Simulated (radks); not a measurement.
The numbers below are computed, except where a source is named.
The mean radii <r> (bohr) of the occupied orbitals of an atom or ion are listed with their occupations. Level of theory: Dirac Kohn-Sham, LDA (Slater exchange, Perdew-Wang correlation), spin-unpolarised, spherical densities, finite nucleus; Fermi nuclear charge, rms radius of each element as measured or else 0.836 A^(1/3) + 0.57 fm (a radial shooting solver on a logarithmic mesh with Libxc functionals).

orbital  occ.      <r>
1s1/2       2  0.01968
2s1/2       2  0.08281
2p1/2       2  0.06874
2p3/2       4  0.07624
3s1/2       2   0.2165
3p1/2       2   0.2062
3p3/2       4   0.2203
3d3/2       4   0.1936
3d5/2       6   0.1979
4s1/2       2   0.4882
4p1/2       2   0.4957
4p3/2       4   0.5285
4d3/2       4   0.5538
4d5/2       6   0.5654
5s1/2       2    1.208
5p1/2       2    1.362
5p3/2       4    1.477
4f5/2       6   0.7688
4f7/2       8   0.7893

Name the element and its charge. Open shells, if any, are shared by 2j + 1.

Answer. Z = 70, ytterbium, charge +2: Yb2+ in [Xe] 4f14. The 1s radius gives Z: for a bare nucleus <r> = (2 gamma + 1)/(2Z) with gamma = sqrt(1 - (Z/c)^2), 0.01942 bohr for Z = 70, and screening makes it slightly larger (0.01968 here). The occupations add up to 68, and the charge is Z minus that.
